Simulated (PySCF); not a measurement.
B₂GeH₆N, CH₄AlBGe, CH₅BGeN, GeH₃O and others (calculated)

Calculation on a computer-drawn molecule: the log of a Hartree-Fock and frozen-core CCSD(T) single point meant for a local Hartree-Fock minimum, with one planted fault or none, to be diagnosed. Offsets are logged minus clean, where the clean run is the same molecule without the fault. The reference is restricted for singlets and unrestricted otherwise, and also for a bond in bohr or an excited solution. Adding or removing an electron swaps singlet and doublet. The excited solution moves the top pair (singlet) or top alpha electron (doublet) to the lowest empty orbital. Highest occupied and lowest empty are orbital energies over both spins, largest force is the largest gradient component, triples share is (T) over the correlation energy, the T1 limit is 0.02 restricted and 0.045 unrestricted, electrons count all cores, a negative frequency is imaginary (commonest isotopes), and the dipole is about the centre of nuclear charge; on germanium a core potential holds 10 electrons, which the energies leave out, and 3d is frozen in MP2 and coupled-cluster steps. Program: PySCF 2.14.0.

Common to all runs: logged SCF converged yes; possible faults no fault, one electron removed, one electron added, multiplicity raised by two, geometry at a saddle point, SCF held on an excited solution, minimal basis STO-3G, one bond length entered in bohr, all coordinates scaled.

(1) 
```xyz
10
formula=B2GeH6N meant_charge=0 meant_multiplicity=2 meant_basis=cc-pVDZ meant_basis_and_core_potential_on_germanium=cc-pVDZ-PP_ECP10MDF logged_electrons=55 logged_basis_functions=95 logged_spin_squared=0.7834 logged_highest_occupied=-8.301 logged_lowest_empty=-0.0080413 logged_largest_force=0.038433 logged_dipole_magnitude=1.9504 logged_SCF_stable_within_its_kind=no logged_energy_HF=-400.6102 planted_fault=SCF_held_on_an_excited_solution HF_energy_offset_from_clean_run=21.7
B      0.2150     2.3663    -1.5736
Ge    -1.1834     0.9059    -1.1306
N     -0.8139     0.1643     0.5359
B     -1.7290    -0.2546     1.5055
H      0.2467     3.2665    -2.3582
H     -1.0740    -0.1824    -2.2117
H     -2.6241     1.4125    -1.0619
H      0.1593     0.0438     0.7474
H     -2.9103    -0.1319     1.3073
H     -1.3336    -0.7329     2.5378
```

Units: logged_highest_occupied, logged_lowest_empty in eV; logged_largest_force in hartree/bohr; logged_dipole_magnitude in debye; logged_energy_HF in hartree; HF_energy_offset_from_clean_run in kcal/mol.

Drawn bonds:
```tsv
atom	other atom	order
1	2	1
2	3	1
3	4	1
1	5	1
2	6	1
2	7	1
3	8	1
4	9	1
4	10	1
```

Notes: coupled-cluster numbers left out as unreliable.

(2) 
```xyz
8
formula=CH4AlBGe meant_charge=0 meant_multiplicity=1 meant_basis=cc-pV(D+d)Z meant_basis_and_core_potential_on_germanium=cc-pVDZ-PP_ECP10MDF logged_electrons=61 logged_basis_functions=94 logged_spin_squared=0.9266 logged_highest_occupied=-1.033 logged_lowest_empty=5.4066 logged_largest_force=0.030716 logged_T1_diagnostic=0.044511 logged_D1_diagnostic=0.17937 logged_triples_share=0.038579 logged_CC_converged=yes logged_dipole_magnitude=10.127 logged_SCF_stable_within_its_kind=yes logged_energy_HF=-600.10079 logged_energy_CCSD(T)=-600.53045 planted_fault=one_electron_added HF_energy_offset_from_clean_run=-10.21 CCSD(T)_energy_offset_from_clean_run=-17.56
Al    -2.9461    -3.5885    -1.1191
B     -1.1820    -2.7197    -0.0654
C     -0.1356    -2.1304     0.6376
Ge    -0.5870    -0.8226     2.0025
H      0.9189    -2.3412     0.4869
H     -0.0843    -1.2669     3.3836
H      0.0359     0.5449     1.6873
H     -2.1126    -0.6538     2.0746
```

Units: logged_highest_occupied, logged_lowest_empty in eV; logged_largest_force in hartree/bohr; logged_dipole_magnitude in debye; logged_energy_HF, logged_energy_CCSD(T) in hartree; HF_energy_offset_from_clean_run, CCSD(T)_energy_offset_from_clean_run in kcal/mol.

Drawn bonds:
```tsv
atom	other atom	order
1	2	1
2	3	2
3	4	1
3	5	1
4	6	1
4	7	1
4	8	1
```

(3) 
```xyz
9
formula=CH5BGeN meant_charge=1 meant_multiplicity=1 meant_basis=cc-pVDZ meant_basis_and_core_potential_on_germanium=cc-pVDZ-PP_ECP10MDF logged_electrons=54 logged_basis_functions=90 logged_spin_squared=0 logged_highest_occupied=-8.1581 logged_lowest_empty=-7.9679 logged_largest_force=0.19231 logged_CC_converged=no logged_dipole_magnitude=6.6356 logged_SCF_stable_within_its_kind=no logged_energy_HF=-412.64249 planted_fault=SCF_held_on_an_excited_solution HF_energy_offset_from_clean_run=204.1
B     -1.0952     0.1851     1.1656
N     -0.5954    -0.8730     1.7576
C     -0.1520    -2.1148     1.1690
Ge     0.5224    -3.4968     2.0575
H     -1.5424     1.1367     0.6541
H     -0.5113    -0.8056     2.7636
H     -0.2662    -2.1420     0.0951
H      0.6763    -3.4457     3.5604
H      0.9364    -4.7194     1.2863
```

Units: logged_highest_occupied, logged_lowest_empty in eV; logged_largest_force in hartree/bohr; logged_dipole_magnitude in debye; logged_energy_HF in hartree; HF_energy_offset_from_clean_run in kcal/mol.

Drawn bonds:
```tsv
atom	other atom	order
1	2	1
2	3	1
3	4	2
1	5	1
2	6	1
3	7	1
4	8	1
4	9	1
```

Notes: CCSD not converged.

(4) 
```xyz
5
formula=GeH3O meant_charge=-1 meant_multiplicity=1 meant_basis=aug-cc-pVDZ meant_basis_and_core_potential_on_germanium=aug-cc-pVDZ-PP_ECP10MDF logged_electrons=44 logged_basis_functions=82 logged_spin_squared=0 logged_highest_occupied=-4.359 logged_lowest_empty=4.3604 logged_largest_force=0.13414 logged_T1_diagnostic=0.018477 logged_D1_diagnostic=0.041652 logged_triples_share=0.030042 logged_CC_converged=yes logged_dipole_magnitude=3.4523 logged_SCF_stable_within_its_kind=yes logged_energy_HF=-369.94624 logged_energy_CCSD(T)=-370.30364 planted_fault=all_coordinates_scaled,by_-7.6_% HF_energy_offset_from_clean_run=19.66 CCSD(T)_energy_offset_from_clean_run=26.84
O      1.2391    -0.9532    -0.1203
Ge     0.6213    -1.0557     1.3089
H     -0.1004     0.1232     1.7741
H      1.5673    -1.2947     2.3929
H     -0.3560    -2.1207     1.5027
```

Units: logged_highest_occupied, logged_lowest_empty in eV; logged_largest_force in hartree/bohr; logged_dipole_magnitude in debye; logged_energy_HF, logged_energy_CCSD(T) in hartree; HF_energy_offset_from_clean_run, CCSD(T)_energy_offset_from_clean_run in kcal/mol.

Drawn bonds:
```tsv
atom	other atom	order
1	2	1
2	3	1
2	4	1
2	5	1
```

(5) 
```xyz
8
formula=AlBGeH4N meant_charge=1 meant_multiplicity=1 meant_basis=cc-pV(D+d)Z meant_basis_and_core_potential_on_germanium=cc-pVDZ-PP_ECP10MDF logged_electrons=61 logged_basis_functions=94 logged_spin_squared=0.8881 logged_highest_occupied=-4.868 logged_lowest_empty=1.2776 logged_largest_force=0.044797 logged_T1_diagnostic=0.030795 logged_D1_diagnostic=0.10347 logged_triples_share=0.036498 logged_CC_converged=yes logged_dipole_magnitude=2.0501 logged_SCF_stable_within_its_kind=yes logged_energy_HF=-616.63584 logged_energy_CCSD(T)=-617.0838 planted_fault=one_electron_added HF_energy_offset_from_clean_run=-96.26 CCSD(T)_energy_offset_from_clean_run=-111.2
B      3.3514     0.6325    -2.6688
Ge     3.3356    -1.0880    -1.4954
N      2.8675    -1.0563     0.1440
Al     2.4376    -1.1617     1.7362
H      4.3453     1.2859    -2.7065
H      2.3632     0.9235    -3.2646
H      3.7449    -2.4411    -2.0680
H      2.0312    -1.2277     3.2204
```

Units: logged_highest_occupied, logged_lowest_empty in eV; logged_largest_force in hartree/bohr; logged_dipole_magnitude in debye; logged_energy_HF, logged_energy_CCSD(T) in hartree; HF_energy_offset_from_clean_run, CCSD(T)_energy_offset_from_clean_run in kcal/mol.

Drawn bonds:
```tsv
atom	other atom	order
1	2	1
2	3	1
3	4	2
1	5	1
1	6	1
2	7	1
4	8	1
```

(6) 
```xyz
8
formula=B2GeH4O meant_charge=0 meant_multiplicity=1 meant_basis=cc-pVDZ meant_basis_and_core_potential_on_germanium=cc-pVDZ-PP_ECP10MDF logged_electrons=54 logged_basis_functions=85 logged_spin_squared=0 logged_highest_occupied=-8.5745 logged_lowest_empty=0.45496 logged_largest_force=2.791e-05 logged_lowest_frequency=83.573 logged_T1_diagnostic=0.019326 logged_D1_diagnostic=0.054804 logged_triples_share=0.027618 logged_CC_converged=yes logged_dipole_magnitude=1.4781 logged_SCF_stable_within_its_kind=yes logged_energy_HF=-419.92087 logged_energy_CCSD(T)=-420.40654 planted_fault=no_fault HF_energy_offset_from_clean_run=0 CCSD(T)_energy_offset_from_clean_run=0
O     -1.5469     3.8427    -1.1383
B     -0.7603     2.7384    -1.1518
B     -0.3120     1.7814     0.1867
Ge    -1.3491     0.1752     1.0139
H     -1.8599     4.1024    -0.2858
H     -0.3624     2.4158    -2.2455
H      0.7367     2.0138     0.7429
H     -0.6083    -0.8270     0.0352
```

Units: logged_highest_occupied, logged_lowest_empty in eV; logged_largest_force in hartree/bohr; logged_lowest_frequency in cm⁻¹; logged_dipole_magnitude in debye; logged_energy_HF, logged_energy_CCSD(T) in hartree; HF_energy_offset_from_clean_run, CCSD(T)_energy_offset_from_clean_run in kcal/mol.

Drawn bonds:
```tsv
atom	other atom	order
1	2	1
2	3	1
3	4	1
1	5	1
2	6	1
3	7	1
4	8	1
```

(7) 
```xyz
7
formula=GeH3O2Si meant_charge=0 meant_multiplicity=2 meant_basis=cc-pV(D+d)Z meant_basis_and_core_potential_on_germanium=cc-pVDZ-PP_ECP10MDF logged_electrons=65 logged_basis_functions=89 logged_spin_squared=0.7644 logged_highest_occupied=-8.7171 logged_lowest_empty=0.1082 logged_largest_force=5.21e-05 logged_lowest_frequency=-391.87 logged_T1_diagnostic=0.019533 logged_D1_diagnostic=0.067833 logged_triples_share=0.028503 logged_CC_converged=yes logged_dipole_magnitude=5.7067 logged_SCF_stable_within_its_kind=yes logged_energy_HF=-733.81043 logged_energy_CCSD(T)=-734.39596 planted_fault=geometry_at_a_saddle_point HF_energy_offset_from_clean_run=6.151 CCSD(T)_energy_offset_from_clean_run=5.158
O      0.4335     2.3962     0.0000
Si    -0.2157     1.0530     0.0000
O     -1.8077     0.7842     0.0000
Ge     0.9817    -0.9279     0.0000
H     -2.1678    -0.0904     0.0000
H      0.2830    -2.2762     0.0000
H      2.4930    -0.9388     0.0000
```

Units: logged_highest_occupied, logged_lowest_empty in eV; logged_largest_force in hartree/bohr; logged_lowest_frequency in cm⁻¹; logged_dipole_magnitude in debye; logged_energy_HF, logged_energy_CCSD(T) in hartree; HF_energy_offset_from_clean_run, CCSD(T)_energy_offset_from_clean_run in kcal/mol.

Drawn bonds:
```tsv
atom	other atom	order
1	2	2
2	3	1
2	4	1
3	5	1
4	6	1
4	7	1
```

(8) 
```xyz
9
formula=AlBClGeH5 meant_charge=0 meant_multiplicity=1 meant_basis=cc-pV(D+d)Z meant_basis_and_core_potential_on_germanium=cc-pVDZ-PP_ECP10MDF logged_electrons=72 logged_basis_functions=108 logged_spin_squared=2.0174 logged_highest_occupied=-8.2164 logged_lowest_empty=-0.87708 logged_largest_force=0.031277 logged_T1_diagnostic=0.016809 logged_D1_diagnostic=0.081451 logged_triples_share=0.026389 logged_CC_converged=yes logged_dipole_magnitude=1.6788 logged_SCF_stable_within_its_kind=yes logged_energy_HF=-1022.33238 logged_energy_CCSD(T)=-1022.77383 planted_fault=multiplicity_raised_by_two HF_energy_offset_from_clean_run=37.61 CCSD(T)_energy_offset_from_clean_run=43.95
Al     2.0207     1.2396    -1.2000
B      1.0643    -0.5504    -0.4421
Ge    -0.9260     0.0331    -0.2154
Cl    -0.5979     2.1657    -0.9516
H      2.2301     1.3830    -2.7621
H      2.7614     2.1928    -0.1766
H      1.4088    -1.6629    -0.1641
H     -1.9985    -0.4953    -1.1651
H     -1.5161     0.2391     1.1777
```

Units: logged_highest_occupied, logged_lowest_empty in eV; logged_largest_force in hartree/bohr; logged_dipole_magnitude in debye; logged_energy_HF, logged_energy_CCSD(T) in hartree; HF_energy_offset_from_clean_run, CCSD(T)_energy_offset_from_clean_run in kcal/mol.

Drawn bonds:
```tsv
atom	other atom	order
1	2	1
2	3	1
3	4	1
1	5	1
1	6	1
2	7	1
3	8	1
3	9	1
```
